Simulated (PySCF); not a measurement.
C2H9FSi2, SMILES CC[SiH2][SiH2]F.

Coordinates come from a PBE0-D3(BJ)/def2-SVP optimisation. The structure was generated by enumeration, and PubChem lists no compound with its InChIKey, so it may never have been made. The values are those of a single conformer.

The numbers are results of TDDFT-PBE/def2-SVPD (PySCF), not measurements.

Vertical excitations. The molecule is in vacuum.

Q: Estimate the UV-visible absorptions. (The exact figures need the calculation; the answer reports its results.)

A: 
| state | energy (eV) | λ (nm) | f | main pairs |
|---|---|---|---|---|
| S1 | 5.73 | 216 | 0.018 | HOMO→LUMO 97 % |
| S2 | 6.25 | 198 | 0.008 | HOMO−1→LUMO 95 % |
| S3 | 6.57 | 189 | 0.029 | HOMO→LUMO+1 85 % |
| S4 | 6.81 | 182 | 0.005 | HOMO−2→LUMO 85 % |
| S5 | 6.94 | 179 | 0.008 | HOMO−3→LUMO 73 %, HOMO→LUMO+2 12 % |
| S6 | 7.00 | 177 | 0.021 | HOMO→LUMO+3 41 %, HOMO−3→LUMO 23 %, HOMO→LUMO+2 21 % |
| S7 | 7.10 | 175 | 0.029 | HOMO−1→LUMO+1 39 %, HOMO→LUMO+3 30 %, HOMO→LUMO+2 17 %, HOMO→LUMO+1 6 % |
| S8 | 7.14 | 174 | 0.165 | HOMO−1→LUMO+1 43 %, HOMO→LUMO+2 28 %, HOMO→LUMO+4 10 %, HOMO→LUMO+3 8 % |
| S9 | 7.40 | 168 | 0.041 | HOMO→LUMO+4 64 %, HOMO−4→LUMO 26 % |
| S10 | 7.48 | 166 | 0.064 | HOMO−4→LUMO 56 %, HOMO−2→LUMO+1 12 %, HOMO→LUMO+4 11 % |
| T1 | 5.12 | 242 | 0 | HOMO→LUMO 98 % |
| T2 | 5.88 | 211 | 0 | HOMO→LUMO+1 89 % |
| T3 | 6.03 | 206 | 0 | HOMO−1→LUMO 92 % |
| T4 | 6.46 | 192 | 0 | HOMO−2→LUMO 72 %, HOMO→LUMO+2 18 % |
Triplets are in the Tamm–Dancoff approximation, which puts them higher than full response would, so one can lie above its singlet here.
